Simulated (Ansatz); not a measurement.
Start from `CCCCCC(C)(C)C` and change one atom or group to get `C#CCCCCC`.

Ansatz, PBE0-D4/def2-TZVP geometries, multiplicity 1. Each molecule was computed in one conformer, which needn't be the lowest.

```tsv
property	`CCCCCC(C)(C)C`
size of the dipole moment (B3LYP/def2-TZVPP) / D	0.10
HOMO–LUMO gap (PBE0/def2-TZVPP) / eV	9.39
size of the dipole moment (ωB97M-V/def2-TZVPP) / D	0.10
LUMO energy (B3LYP/def2-TZVPP) / eV	0.64
LUMO energy (PBE0/def2-TZVPP) / eV	0.95
HOMO energy (PBE/def2-TZVPP) / eV	-7.12
```

(1) What does the change do to each property? (An estimate is asked.)

Results:

(1) Ansatz gave: 
| property | `C#CCCCCC` | shift |
| --- | --- | --- |
| size of the dipole moment (B3LYP/def2-TZVPP) / D | 0.76 | 0.66 |
| HOMO–LUMO gap (PBE0/def2-TZVPP) / eV | 8.60 | -0.79 |
| size of the dipole moment (ωB97M-V/def2-TZVPP) / D | 0.74 | 0.64 |
| LUMO energy (B3LYP/def2-TZVPP) / eV | 0.66 | 0.02 |
| LUMO energy (PBE0/def2-TZVPP) / eV | 0.96 | 0.01 |
| HOMO energy (PBE/def2-TZVPP) / eV | -6.42 | 0.70 |

Dipoles are sizes alone; their direction can turn.

B3LYP here is the variant with VWN-RPA as its local correlation; programs differ in this.
